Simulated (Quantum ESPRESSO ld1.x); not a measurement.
Species: In5+. Configuration: [Kr] 4d8 (the NIST ground configuration). Calculated with ld1.x of Quantum ESPRESSO 7.5: scalar-relativistic Kohn-Sham, LDA (Slater exchange, Perdew-Zunger correlation), spin-polarised, spherical densities, point nucleus; open shells are filled with parallel spins first. Some entries of the table are withheld. Estimate them.

| orbital | occ. | eigenvalue (Ry) | <1/r> (bohr^-1) | <r> (bohr) |
|---|---|---|---|---|
| 1s up | 1 | -2042.6911 | 51.81 | 0.02974 |
| 1s down | 1 | -2042.6900 | 51.81 | 0.02974 |
| 2s up | 1 | -310.3810 | 11.80 | 0.1286 |
| 2s down | 1 | -310.3430 | 11.81 | 0.1286 |
| 2p up | 3 | -279.2892 | 11.37 | 0.1122 |
| 2p down | 3 | -279.2590 | 11.38 | 0.1122 |
| 3s up | 1 | -63.0506 | 4.176 | 0.3491 |
| 3s down | 1 | -63.0246 | 4.176 | 0.3491 |
| 3p up | 3 | -52.8704 | 3.980 | 0.3475 |
| 3p down | 3 | -52.8423 | 3.980 | 0.3474 |
| 3d up | 5 | -37.0263 | 3.754 | (1) |
| 3d down | 5 | -36.9892 | 3.754 | (2) |
| 4s up | 1 | (3) | 1.656 | 0.8383 |
| 4s down | 1 | (4) | 1.657 | 0.8381 |
| 4p up | 3 | -10.7476 | 1.509 | 0.9028 |
| 4p down | 3 | -10.6215 | 1.509 | 0.9032 |
| 4d up | 5 | -6.2056 | 1.233 | 1.072 |
| 4d down | 3 | -6.0857 | 1.229 | 1.076 |

Answer. 
(1) 3d up <r> (bohr): 0.3244
(2) 3d down <r> (bohr): 0.3243
(3) 4s up eigenvalue (Ry): -13.8396
(4) 4s down eigenvalue (Ry): -13.7138
